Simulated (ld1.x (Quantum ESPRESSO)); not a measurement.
# How hard is this neon PAW potential?

Ne, PAW, made with ld1.x (Quantum ESPRESSO) 7.5 (PBE, scalar-relativistic). Core [He], reference 2s2 2p5 (charge +1). Waves: 2s (bound): rcut 0.65, rcutus 0.80 bohr; 2s channel at -3.75 Ry: rcut 0.65, rcutus 0.80 bohr; 2p (bound): rcut 1.05, rcutus 1.30 bohr; 2p channel at -2.05 Ry: rcut 1.05, rcutus 1.30 bohr. Local part: all-electron potential smoothed inside 0.85 bohr (lloc = -1). Core correction: Bessel-smoothed model core inside 0.80 bohr. Augmentation charge: GAUSS, radius 0.45 bohr.

The pseudo-atom Hamiltonian at the reference potential is diagonalised in spherical Bessel functions j_l(qr) that vanish at 20 bohr, with q² up to the cutoff. All-electron valence levels (Ry): 2s -4.0902, 2p -2.3722.

Question: How do the lowest levels (Ry) of each channel move with the cutoff, and are there ghosts?

Answer:

| cutoff (Ry) | s #1 | s #2 | p #1 | p #2 | d #1 | f #1 | f #2 | Σ f·Δε (mRy) |
| --- | --- | --- | --- | --- | --- | --- | --- | --- |
| 8 | -3.5058 | -0.4561 | -0.9678 | -0.1977 | -0.1212 | -0.0410 | 0.0729 | 8191.0 |
| 18 | -4.0063 | -0.5015 | -1.9335 | -0.2666 | -0.1214 | -0.0410 | 0.0729 | 2361.3 |
| 30 | -4.0765 | -0.5075 | -2.3317 | -0.2912 | -0.1215 | -0.0410 | 0.0729 | 229.9 |
| 50 | -4.0887 | -0.5082 | -2.3717 | -0.2944 | -0.1215 | -0.0410 | 0.0729 | 5.8 |
| 70 | -4.0896 | -0.5082 | -2.3720 | -0.2945 | -0.1215 | -0.0410 | 0.0729 | 2.6 |
| 110 | -4.0901 | -0.5082 | -2.3722 | -0.2945 | -0.1215 | -0.0410 | 0.0729 | 0.4 |
| 400 | -4.0902 | -0.5082 | -2.3722 | -0.2945 | -0.1215 | -0.0410 | 0.0729 | 0.0 |

Result: no extra level below or beside the all-electron valence levels (s, p, d, f tested); 10 mRy is reached at 45 Ry and 1 mRy at 90 Ry.
